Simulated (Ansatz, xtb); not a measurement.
C3H4F3NOS: which of two isomers lies lower

Structure X is `[H]/N=C(/O)CSC(F)(F)F`, a singlet and structure Y is `NC(=O)CSC(F)(F)F`, a singlet. Both are isolated molecules in the gas phase, relaxed with B3LYP/def2-SVP; the shapes shown needn't be the lowest conformers.

X (Å):

```yaml
atoms:
  - { symbol: C, position_ang: [1.6972, 0.4546, 1.7172] }
  - { symbol: C, position_ang: [0.3220, 0.8712, 1.2187] }
  - { symbol: C, position_ang: [-0.0852, -0.3589, -1.2376] }
  - { symbol: F, position_ang: [-0.2498, 0.8601, -1.7695] }
  - { symbol: F, position_ang: [-0.7840, -1.2341, -1.9609] }
  - { symbol: F, position_ang: [1.2147, -0.6581, -1.3509] }
  - { symbol: N, position_ang: [2.2531, -0.6797, 1.7166] }
  - { symbol: O, position_ang: [2.3207, 1.5359, 2.2316] }
  - { symbol: S, position_ang: [-0.6909, -0.4522, 0.4816] }
  - { symbol: H, position_ang: [1.6523, -1.3882, 1.2889] }
  - { symbol: H, position_ang: [3.1884, 1.2269, 2.5434] }
  - { symbol: H, position_ang: [0.4164, 1.7045, 0.5063] }
  - { symbol: H, position_ang: [-0.2601, 1.2613, 2.0685] }
```

Y (Å):

```json
{"atom": "C", "x (Å)": "1.2345", "y (Å)": "-0.1043", "z (Å)": "2.0039"}
{"atom": "C", "x (Å)": "-0.0625", "y (Å)": "0.3933", "z (Å)": "1.3436"}
{"atom": "C", "x (Å)": "0.3663", "y (Å)": "0.1544", "z (Å)": "-1.3901"}
{"atom": "F", "x (Å)": "-0.6188", "y (Å)": "-0.7492", "z (Å)": "-1.4449"}
{"atom": "F", "x (Å)": "0.4690", "y (Å)": "0.7425", "z (Å)": "-2.5826"}
{"atom": "F", "x (Å)": "1.5007", "y (Å)": "-0.5200", "z (Å)": "-1.1531"}
{"atom": "N", "x (Å)": "2.3686", "y (Å)": "0.5812", "z (Å)": "1.7160"}
{"atom": "O", "x (Å)": "1.1728", "y (Å)": "-1.0306", "z (Å)": "2.7877"}
{"atom": "S", "x (Å)": "0.0472", "y (Å)": "1.4529", "z (Å)": "-0.1480"}
{"atom": "H", "x (Å)": "2.3918", "y (Å)": "1.2610", "z (Å)": "0.9655"}
{"atom": "H", "x (Å)": "3.2384", "y (Å)": "0.2471", "z (Å)": "2.1139"}
{"atom": "H", "x (Å)": "-0.6030", "y (Å)": "1.0054", "z (Å)": "2.0829"}
{"atom": "H", "x (Å)": "-0.6931", "y (Å)": "-0.4808", "z (Å)": "1.1323"}
```

Task: Estimate which is lower in electronic energy at CCSD(T)/def2-SVP + ΔMP2/def2-TZVPP, and by roughly how much.

Result: The CCSD(T)/def2-SVP + ΔMP2/def2-TZVPP calculation puts structure Y lower, by 11.1 kcal/mol.

How the difference moves with the method:

```
                             level        geometry  E(Y) − E(X) (kcal/mol)  departure from the last row (kcal/mol)  job, with rough time for the two
                    B3LYP/def2-SVP  B3LYP/def2-SVP                     −14.9                                    −3.8               optimisation, 5 min
                       HF/def2-SVP  B3LYP/def2-SVP                     −14.5                                    −3.5           part of the CCSD(T) run
                      MP2/def2-SVP  B3LYP/def2-SVP                     −13.7                                    −2.7           part of the CCSD(T) run
                  CCSD(T)/def2-SVP  B3LYP/def2-SVP                     −12.7                                    −1.6                      single point
CCSD(T)/def2-SVP + ΔMP2/def2-TZVPP  B3LYP/def2-SVP                     −11.1                                                       single point, 8 min
```

As drawn, Y has 1 C–N, 1 C=O, 1 N–H in place of 1 C=N, 1 C–O, 1 O–H.

The levels shown agree on the order. The largest departure from CCSD(T)/def2-SVP + ΔMP2/def2-TZVPP is that of B3LYP/def2-SVP, 3.8 kcal/mol. No reliable frequencies are at hand for X or Y, so they aren't confirmed as minima. Levels run at GFN2-xTB geometries aren't shown. The last row adds to CCSD(T) the change of the MP2 difference between the two basis sets, here +1.6 kcal/mol.

The correlated steps freeze 13 core orbitals. Run with Ansatz 0.2.0, xtb 6.7.1; the last row on 2 threads of Arm Neoverse N1 on a shared host.
